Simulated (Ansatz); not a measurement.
Species: C9H10SSi, SMILES `Cc1cc2sccc2cc1[SiH3]` (charge 0, multiplicity 1).

Q: Give a relaxed geometry from B3LYP-D3(BJ)/def2-SVP (Ansatz, an electronic-structure program).

A: the end point of this relaxation (outside a Z-matrix the atoms follow the SMILES, hydrogens last).
Cartesian coordinates (Å) in one orientation:
```xyz
21

C     -2.244     1.520     0.330
C     -0.906     0.835     0.194
C      0.266     1.550     0.436
C      1.507     0.913     0.310
S      3.090     1.614     0.565
C      3.860     0.093     0.177
C      2.973    -0.895    -0.129
C      1.603    -0.451    -0.061
C      0.412    -1.161    -0.303
C     -0.834    -0.542    -0.182
Si    -2.384    -1.552    -0.520
H     -2.874     1.026     1.088
H     -2.807     1.495    -0.619
H     -2.131     2.573     0.623
H      0.213     2.603     0.724
H      4.947     0.027     0.202
H      3.268    -1.910    -0.397
H      0.476    -2.214    -0.590
H     -3.277    -1.611     0.676
H     -1.973    -2.939    -0.885
H     -3.186    -0.974    -1.641
```
